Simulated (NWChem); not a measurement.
Program: NWChem. System: bromine (Br2), charge 0, spin multiplicity 1, at a geometry optimised with PBE0/def2-SVP. Level: CCSD linear response/6-31G* (spherical d), 18 core orbitals frozen.

Input file:

```
start mol
memory heap 100 mb stack 700 mb global 1900 mb
geometry units angstroms nocenter noautoz
  Br     0.000000     0.000000     1.149171
  Br     0.000000     0.000000    -1.149171
  symmetry group D2h
end
basis spherical
  * library 6-31g*
end
scf
  rhf
  nopen 0
  maxiter 100
  thresh 1e-7
  semidirect memsize 60000000 filesize 0
end
tce
  freeze core 18
  ccsd
  thresh 1e-6
  tilesize 24
end
set tce:lineresp T
set tce:afreq 0.0773
set tce:respaxis T T T
task tce energy
```

NWChem printed:

```
             Northwest Computational Chemistry Package (NWChem) 7.3.0
             --------------------------------------------------------

                                NWChem Input Module
                                -------------------

 Scaling coordinates for geometry "geometry" by  1.889725989
 (inverse scale =  0.529177249)

 Turning off AUTOSYM since
 SYMMETRY directive was detected!

                             Geometry "geometry" -> ""
                             -------------------------

 Output coordinates in angstroms (scale by  1.889725989 to convert to a.u.)

  No.       Tag          Charge          X              Y              Z
 ---- ---------------- ---------- -------------- -------------- --------------
    1 Br                  35.0000     0.00000000     0.00000000     1.14917100
    2 Br                  35.0000     0.00000000     0.00000000    -1.14917100

 Effective nuclear repulsion energy (a.u.)     282.0477239787

            Nuclear Dipole moment (a.u.)
            ----------------------------
        X                 Y               Z
 ---------------- ---------------- ----------------
     0.0000000000     0.0000000000     0.0000000000

      Symmetry information
      --------------------

 Group name             D2h
 Group number             26
 Group order               8
 No. of unique centers     1

      Symmetry unique atoms

     1


 Summary of "ao basis" -> "" (spherical)
 ------------------------------------------------------------------------------
       Tag                 Description            Shells   Functions and Types
 ---------------- ------------------------------  ------  ---------------------
 *                           6-31g*                   on all atoms

 Summary of "ao basis" -> "ao basis" (spherical)
 ------------------------------------------------------------------------------
       Tag                 Description            Shells   Functions and Types
 ---------------- ------------------------------  ------  ---------------------
 Br                          6-31g*                 12       32   5s4p3d
[...]
 Frequency =       0.0773000 / au

 CCSD-LR iterations
 ---------------------------------------------
 Iter          Residuum            Cpu    Wall
 ---------------------------------------------
    1          1.2608899790695     5.4     5.4
    2          1.5999996469143     5.0     5.0
    3          0.8907758969719     5.7     5.7
    4          0.5913642728302     5.2     5.2
    5          0.3901404584138     4.6     4.6
    6          0.0630884713382     4.4     4.4
    7          0.0234010778004     4.7     4.7
    8          0.0119591613622     4.9     4.9
    9          0.0067445183543     4.3     4.3
   10          0.0039933216602     4.3     4.3
   11          0.0005812143786     4.3     4.3
   12          0.0003385788333     4.2     4.2
   13          0.0001949125757     4.3     4.3
   14          0.0001262779544     4.3     4.3
   15          0.0000826506547     4.2     4.2
   16          0.0000148395581     4.2     4.2
   17          0.0000060292855     4.2     4.2
   18          0.0000031442266     4.3     4.3
   19          0.0000017450075     4.1     4.1
   20          0.0000010115751     4.1     4.1
   21          0.0000001772974     4.1     4.1
 ---------------------------------------------
 Iterations converged

 Frequency =      -0.0773000 / au

 CCSD-LR iterations
 ---------------------------------------------
 Iter          Residuum            Cpu    Wall
 ---------------------------------------------
    1          1.2608899790695     4.2     4.2
    2          1.9957160512370     4.1     4.1
    3          0.4048060226881     4.5     4.5
    4          0.3901585919976     4.7     4.7
    5          0.1133806495818     4.7     4.7
    6          0.0205810000989     5.3     5.3
    7          0.0068849210672     4.6     4.6
    8          0.0022742704835     4.9     4.9
    9          0.0010759508341     4.6     4.6
   10          0.0004136941398     4.7     4.7
   11          0.0000681624255     4.7     4.7
   12          0.0000386387551     4.6     4.6
   13          0.0000125866882     4.8     4.8
   14          0.0000079237902     4.7     4.7
   15          0.0000029968816     4.7     4.7
   16          0.0000005513802     4.8     4.8
 ---------------------------------------------
 Iterations converged

 CCSD-LR dipole moments / hartree & Debye
 --------------------------------
 X       0.0000000      0.0000000
 Y      -0.0000000     -0.0000000
 Z      -0.0000000     -0.0000000
 --------------------------------

 CCSD Linear Response polarizability / au
 Frequency  =       0.0773000 / au
 Wavelength =     589.4353558 / nm
 -------------------------------------------------------|-----------------------------------------------
                     atomic units (bohr^3)              |                   angstroms^3
                  X              Y              Z       |             X              Y              Z
 -------------------------------------------------------|-----------------------------------------------
 X           19.5216984     -0.0000000     -0.0000000   |      2.8928179     -0.0000000     -0.0000000
 Y           -0.0000000     19.5216984     -0.0000000   |     -0.0000000      2.8928179     -0.0000000
 Z           -0.0000000     -0.0000000     53.0543616   |     -0.0000000     -0.0000000      7.8618470
 -------------------------------------------------------|-----------------------------------------------
 Eigs =      19.5216984     19.5216984     53.0543616   |      2.8928179      2.8928179      7.8618470
 Isotropic   =              30.6992528                  |                     4.5491609
 Anisotropic =              33.5326633                  |                     4.9690291
 -------------------------------------------------------|-----------------------------------------------

 Task  times  cpu:      803.0s     wall:      803.0s

 Total times  cpu:      803.0s     wall:      803.0s
```
